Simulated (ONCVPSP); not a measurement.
# Fe (Z = 26), ONCV: configuration errors across variants

* Element: Fe (Z = 26)
* Generator: ONCVPSP 4.0.1
* Type: optimised norm-conserving Vanderbilt (ONCV)
* Functional: PBE
* Relativity: scalar-relativistic
* Frozen core: [Ne]
* Valence charge: 16
* Reference configuration: 3s2 3p6 3d6 4s2
* Partial waves: 3s+4s: rc 1.15 bohr, ncon 4, nbas 9, qcut 11.8 1/bohr, 2 projectors; 3p: rc 1.20 bohr, ncon 4, nbas 9, qcut 9.1 1/bohr, 2 projectors, debl 1.7 Ha; 3d: rc 1.40 bohr, ncon 4, nbas 8, qcut 10.9 1/bohr, 3 projectors, debl 3.7 Ha
* Local potential: polynomial inside 1.10 bohr (lpopt 4, dvloc0 2 Ha)
* Core correction: none

In the p channel the program set the typed energies aside and used -2.207, 0.250 Ha.

All-electron excitation energies from the reference (eV): (1) 3s2 3p6 3d6 4s1 8.729; (2) 3s2 3p6 3d6 4s0 24.932; (3) 3s2 3p6 3d5 4s0 59.155; (4) 3s2 3p6 3d6 4s0 4p2 8.456.

2 further variants failed, have other tests or another functional or relativity, and are left out.

Errors AE − PS in meV (a dash: test not solved or not reliable):

```csv
change,(1),(2),(3),(4),bound ghosts,GHOST(+) flags above zero
base,+0.3,+3.1,+11,+0.8,none,none
d: rc 1.44,+0.4,+3.6,+13,+1.0,none,none
s: rc 1.38,+0.2,+3.1,+9.8,+1.0,none,none
"d: ncon 5, nbas 9",+0.1,+2.2,+6.6,+0.6,none,none
p: nproj 1,+0.3,+3.1,+10.0,-22,none,none
s: qcut 14.5,+0.3,+3.1,+11,+0.8,none,none
```

Question: Give the same row for: s: nbas 7.

Answer: +0.3, +3.1, +11, +0.9; bound ghosts: none; GHOST(+) flags above zero: none.
